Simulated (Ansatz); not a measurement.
Relaxation of C₂H₇BFNSi (13 atoms, charge 0, multiplicity 1), to a largest force component of 0.015 eV/Å in at most 40 steps.

Theory: RHF/def2-SVP in Ansatz.

```xyz
13
Properties=species:S:1:pos:R:3
C -2.214 0.251 -0.522
C -1.014 0.731 -0.377
B 0.119 -0.198 0.110
N -0.035 -1.659 0.438
Si 1.931 0.553 0.347
F 1.854 1.830 1.488
H -2.510 -0.731 -0.317
H -2.994 0.994 -0.887
H -0.779 1.789 -0.555
H -0.343 -2.139 -0.438
H 0.771 -2.098 0.800
H 2.430 1.092 -0.905
H 2.805 -0.450 0.832
```

Problem. Where does it end, and by what steps?

Solution. It converged. After 14 steps the energy has fallen by 1.192 eV; H9 moved furthest, 0.58 Å.

```csv
step,energy less start (eV),largest force component (eV/Å),accepted
0,0.0000,3.259,yes
1,-0.7012,1.925,yes
2,-0.9890,1.666,yes
3,-1.1268,0.886,yes
4,-1.1296,0.514,yes
5,-1.1593,0.575,yes
6,-1.1782,0.327,yes
7,-1.1850,0.110,yes
8,-1.1872,0.075,yes
9,-1.1890,0.069,yes
10,-1.1905,0.124,yes
11,-1.1908,0.133,yes
12,-1.1917,0.067,yes
13,-1.1917,0.072,no
14,-1.1920,0.006,yes
```

```xyz
13
Properties=species:S:1:pos:R:3
C -2.272 0.326 -0.327
C -0.999 0.621 -0.568
B 0.220 -0.256 -0.072
N 0.113 -1.646 -0.030
Si 1.980 0.616 0.499
F 1.686 1.949 1.380
H -2.564 -0.568 0.215
H -3.086 0.972 -0.640
H -0.798 1.559 -1.082
H -0.698 -2.133 -0.357
H 0.822 -2.253 0.326
H 2.794 1.054 -0.662
H 2.823 -0.276 1.334
```

Run time: 40 s on 2 threads of Arm Neoverse V1, on a shared host, peak memory 0.28 GiB.
